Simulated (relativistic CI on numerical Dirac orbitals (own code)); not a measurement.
Line list: Electric-dipole lines, Nd20+

These numbers are calculated, not measured: Dirac-Coulomb-Breit CI, separate exchange-only KLI orbitals for each configuration, QED by a radiative potential, unscaled Slater integrals (own radial code, finite nucleus).

Configuration list (outside the closed core [Ar] 3d10): 4s²4p⁶4d⁴, 4s²4p⁵4d⁵, 4s²4p⁶4d³4f, 4s4p⁶4d⁵, 4s²4p⁵4d⁴4f, 4s²4p⁶4d³5s, 4s4p⁶4d⁴4f, 4s²4p⁶4d³5p, 4s²4p⁶4d²4f5s, 4s²4p⁶4d³5d, 4s²4p⁶4d²5s5p, 4s²4p⁵4d⁴5s, 4s²4p⁶4d³5f, 4s²4p⁶4d³6s, 4s²4p⁶4d³6p, 4s4p⁶4d³4f5s, 4p⁶4d⁵4f, 4s²4p⁶4d³6f, 4s²4p⁶4d³7p, 4p⁶4d⁶, 4p⁵4d⁷, 4p⁵4d⁶4f, 4s²4p⁶4d²5s², 4s²4p⁶4d4f5s², 4s²4p⁵4d²4f5s², 4s4p⁶4d²4f5s². Double excitations out of closed p, d and f shells are left out; levels of such configurations are missing from the list, as are those of other unlisted configurations, and high levels can miss mixing partners. These lack a partner that the ground configuration has and come out too high: 4s²4p⁵4d⁴5s.

```csv
λ vac (nm),Lower,Upper,A (s⁻¹),log gf,S velocity/length
7.5565,4s²4p⁶4d⁴ ⁵D4 [5],4s²4p⁵4d⁵ ⁵P°3 [383],9.91e+11,0.77,0.77
7.6703,4s²4p⁶4d⁴ ³H6 [11],4s²4p⁶4d³4f ³H°6 [400],1.61e+12,1.27,0.75
7.6769,4s²4p⁶4d⁴ ³H5 [10],4s²4p⁶4d³4f ³H°5 [392],1.09e+12,1.03,0.75
7.7349,4s²4p⁶4d⁴ ³G3 [8],4s²4p⁶4d³4f ³H°4 [386],1.65e+12,1.13,0.81
7.7355,4s²4p⁶4d⁴ ³H6 [11],4s²4p⁶4d³4f ³I°7 [391],1.95e+12,1.42,0.86
7.7361,4s²4p⁶4d⁴ ³H4 [7],4s²4p⁶4d³4f ³I°5 [380],1.44e+12,1.15,0.83
7.7412,4s²4p⁶4d⁴ ⁵D2 [3],4s²4p⁶4d³4f ⁵F°3 [365],1.22e+12,0.88,0.79
7.7464,4s²4p⁶4d⁴ ³G4 [13],4s²4p⁶4d³4f ³H°5 [397],1.73e+12,1.23,0.82
7.7496,4s²4p⁶4d⁴ ⁵D3 [4],4s²4p⁶4d³4f ⁵F°4 [368],1.68e+12,1.13,0.79
7.7504,4s²4p⁶4d⁴ ³H5 [10],4s²4p⁶4d³4f ³I°6 [388],1.48e+12,1.24,0.84
7.7689,4s²4p⁶4d⁴ ⁵D4 [5],4s²4p⁶4d³4f ³G°5 [367],1.83e+12,1.26,0.81
7.7968,4s²4p⁶4d⁴ ⁵D2 [3],4s²4p⁶4d³4f ⁵F°2 [362],1.16e+12,0.72,0.78
7.8018,4s²4p⁶4d⁴ ⁵D1 [2],4s²4p⁶4d³4f ⁵D°2 [353],1.31e+12,0.78,0.78
7.8027,4s²4p⁶4d⁴ ³H5 [10],4s²4p⁵4d⁵ ³G°4 [382],1.32e+12,1.04,0.77
7.8064,4s²4p⁶4d⁴ ³F2 [9],4s²4p⁶4d³4f ³G°3 [381],1.20e+12,0.88,0.79
7.8142,4s²4p⁶4d⁴ ³H6 [11],4s²4p⁶4d³4f ³G°5 [384],1.20e+12,1.08,0.77
7.8261,4s²4p⁶4d⁴ ³H4 [7],4s²4p⁶4d³4f ³H°4 [374],1.70e+12,1.15,0.76
7.8327,4s²4p⁶4d⁴ ⁵D0 [1],4s²4p⁶4d³4f ³P°1 [335],1.70e+12,0.67,0.76
7.8341,4s²4p⁶4d⁴ ⁵D1 [2],4s²4p⁵4d⁵ ⁵P°1 [351],1.40e+12,0.59,0.76
7.8635,4s²4p⁶4d⁴ ⁵D4 [5],4s²4p⁶4d³4f ³F°4 [363],1.66e+12,1.14,0.75
```

Terms are leading LS components. Brackets give the number of a level in order of energy, since labels repeat. The list gives strong lines, with weight on those to low levels, among the lowest 400 of 8893 levels, so that lines to higher ones, which can be the strongest, are missing. Levels whose partners in the same complex of configurations lie outside the list can be far off, and so can their lines. Rates are taken at the computed energies, electric ones in the length gauge. A velocity-to-length ratio far from 1 marks an uncertain rate.

At this charge energies of transitions that change n are usually good to better than 1 %, and those within a shell (Δn = 0) to a few per cent. Terms inside the open d or f shell come out 10 to 20 % too wide with unscaled integrals.

LS names give the leading component of a level, which can be under half, so a name can repeat, a term be missing and a line seem to break the LS rules.
